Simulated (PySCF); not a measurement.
Compound: Te(OMe)2, C2H6O2Te.
Cartesian coordinates in Å at the PBE0-D3(BJ)/def2-SVP level; atoms count from 1:
```xyz
11
C2H6O2Te angstrom
Te    -0.0087    0.2894   -1.7740
O      1.2196    0.9005   -0.3368
C      2.1293   -0.0378    0.1862
H      1.6179   -0.8841    0.6770
H      2.7338    0.4876    0.9431
H      2.8112   -0.4437   -0.5828
O     -1.2533   -0.7544   -0.6286
C     -2.1265   -0.0251    0.2009
H     -1.5817    0.5752    0.9502
H     -2.7525   -0.7589    0.7337
H     -2.7891    0.6513   -0.3690
```

Method: TDDFT CAM-B3LYP/def2-SVPD, vertical, gas phase, core orbitals frozen in the response, def2 core potentials past Kr (PySCF 2.14.0, density-fitted response routines). Spin–orbit coupling is left out.

Transition dipole moments from the ground state, in atomic units and in the frame of the coordinates above (overall signs are arbitrary), for the states with f of 0.002 or more among the lowest 9:

```csv
state,E (eV),μx,μy,μz
S3,5.245,0.003,0.021,-0.123
S4,5.309,-0.249,-0.057,-0.014
S5,5.759,0.003,0.047,-0.350
S6,5.859,-0.578,0.726,0.112
S7,6.316,0.892,0.159,0.022
S8,6.479,0.005,0.093,-0.506
S9,6.531,0.305,0.304,0.061
```

Question: Work out the oscillator strengths.

Answer: f = (2/3) ΔE |μ|² with ΔE in hartree (27.2114 eV).

| state | \|μ\|² (au) | \|μ\| (D) | f |
| --- | --- | --- | --- |
| S3 | 0.016 | 0.32 | 0.002 |
| S4 | 0.066 | 0.65 | 0.009 |
| S5 | 0.125 | 0.90 | 0.018 |
| S6 | 0.873 | 2.37 | 0.125 |
| S7 | 0.821 | 2.30 | 0.127 |
| S8 | 0.265 | 1.31 | 0.042 |
| S9 | 0.189 | 1.11 | 0.030 |

Question: What angle do the transition dipoles of S5 and S7 make?

Answer: |cos θ| = |μa·μb| / (|μa| |μb|) = 0.01, so θ ≈ 90° (taken between 0 and 90°, since the signs are arbitrary).

The vertical ionisation energy (ΔSCF) is 8.50 eV, 1.96 eV above S9.

One conformer stands for the species.
